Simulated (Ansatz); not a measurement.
C2H8GeS (`C[S][GeH2][CH3]`), relaxed with RKS PBE-D4/def2-SVP in the Gaussian-basis code of Ansatz from a rough embedded geometry. The force threshold is 0.03 eV/Å; the program also tests the step.

Charge 0, multiplicity 1.

Start:

```xyz
12

C    -0.022    0.352    1.958
S     1.129    1.272    0.847
Ge   -0.030    0.781   -0.984
C     0.171   -1.209   -1.328
H     0.360    0.545    3.013
H    -1.029    0.852    1.906
H    -0.039   -0.694    1.760
H     0.511    1.543   -2.141
H    -1.576    1.084   -0.729
H    -0.396   -1.385   -2.305
H     1.212   -1.381   -1.474
H    -0.291   -1.760   -0.522
```

How much energy does the relaxation release, and in how many steps? (An estimate is asked.)

Ansatz gave: 6.36 kcal/mol, in 5 steps, 1 of them rejected.

Which bonds change most? (An estimate is asked.)

The calculation gave: Ge3–H8 from 1.487 to 1.552 Å; Ge3–C4 from 2.030 to 1.967 Å; C1–H7 from 1.065 to 1.108 Å; C4–H11 from 1.065 to 1.107 Å.

Give the relaxed structure. (Best estimate.)

The calculation gave: 
```xyz
12

C    -0.008    0.403    2.072
S     1.026    1.305    0.852
Ge   -0.053    0.739   -1.033
C     0.126   -1.182   -1.419
H     0.409    0.634    3.071
H    -1.062    0.744    2.041
H     0.032   -0.694    1.922
H     0.608    1.597   -2.145
H    -1.557    1.115   -0.880
H    -0.406   -1.431   -2.359
H     1.196   -1.447   -1.526
H    -0.311   -1.782   -0.597
```
